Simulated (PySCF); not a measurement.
**LaP: one state, many levels of theory**

State: singlet, about 0.1 electrons in the 4f shell (Mulliken). Set-up: basis La x2c-SVPall, P x2c-SVPall; spin-free X2C with a Gaussian nucleus; PySCF 2.14. De refers to La (5d1 6s2) + P in their high-spin ground configurations, without counterpoise correction. A positive dipole means La(−)P(+).

```json
{"Level": "RHF", "Re (Å)": "2.375", "ωe (cm⁻¹)": "466", "De (eV)": "n/a", "μ (D)": "-9.87"}
{"Level": "RHF-MP2", "Re (Å)": "2.424", "ωe (cm⁻¹)": "406", "De (eV)": "n/a", "μ (D)": "n/a"}
{"Level": "RHF-SCS-MP2", "Re (Å)": "2.427", "ωe (cm⁻¹)": "406", "De (eV)": "n/a", "μ (D)": "n/a"}
{"Level": "RHF-CCSD", "Re (Å)": "2.396", "ωe (cm⁻¹)": "436", "De (eV)": "2.65", "μ (D)": "n/a"}
{"Level": "RHF-CCSD(T)", "Re (Å)": "2.425", "ωe (cm⁻¹)": "409", "De (eV)": "3.03", "μ (D)": "n/a"}
{"Level": "PBE", "Re (Å)": "2.398", "ωe (cm⁻¹)": "428", "De (eV)": "4.25", "μ (D)": "-6.62"}
{"Level": "BLYP", "Re (Å)": "2.428", "ωe (cm⁻¹)": "408", "De (eV)": "3.91", "μ (D)": "-6.29"}
{"Level": "r²SCAN", "Re (Å)": "2.386", "ωe (cm⁻¹)": "445", "De (eV)": "3.86", "μ (D)": "-7.23"}
{"Level": "TPSSh", "Re (Å)": "2.388", "ωe (cm⁻¹)": "441", "De (eV)": "4.05", "μ (D)": "-7.32"}
{"Level": "PBE0", "Re (Å)": "2.371", "ωe (cm⁻¹)": "454", "De (eV)": "3.85", "μ (D)": "-7.60"}
{"Level": "ωB97X", "Re (Å)": "2.331", "ωe (cm⁻¹)": "481", "De (eV)": "3.61", "μ (D)": "-8.77"}
```

Which functional lies closest to RHF-CCSD(T) in De, which farthest, and by how much do they differ from it?

Closest is ωB97X (-9.4 pm in Re, +17.6 % in ωe, +0.58 eV in De against RHF-CCSD(T) in the same basis), farthest PBE (-2.7 pm in Re, +4.6 % in ωe, +1.22 eV in De). CCSD(T) converges more slowly with the basis than the functionals do and binds too weakly in this one, so the order can change at the basis-set limit.

What does a quarter of exact exchange do here, going from PBE to PBE0?

PBE0 less PBE: -2.7 pm in Re, +6.1 % in ωe, -0.40 eV in De. Exact exchange removes part of the self-interaction that spreads semilocal densities, and in most molecules shortens and stiffens the bond and lowers De; so it does here.

What does the step from GGA to meta-GGA do here, going from PBE to r²SCAN?

r²SCAN less PBE: -1.2 pm in Re, +4.0 % in ωe, -0.39 eV in De. 

Correlated steps freeze 23 core orbitals. Correlated levels converge slowly with the basis: in double zeta they bind strong bonds too weakly, by up to about 1 eV, and carry superposition errors of some tenths. These are scalar-relativistic numbers at best; spin–orbit coupling would shift them, the dissociation energy most. Where the molecule has an RHF reference, its open-shell atoms are computed with UHF. The CCSD T1 diagnostic is raised, a sign that a single reference may not be enough here.

The whole job (state search and all levels along the bond) took about 7.3 min on 2 threads of Arm Neoverse V1 (shared host), peak memory 2 GiB.
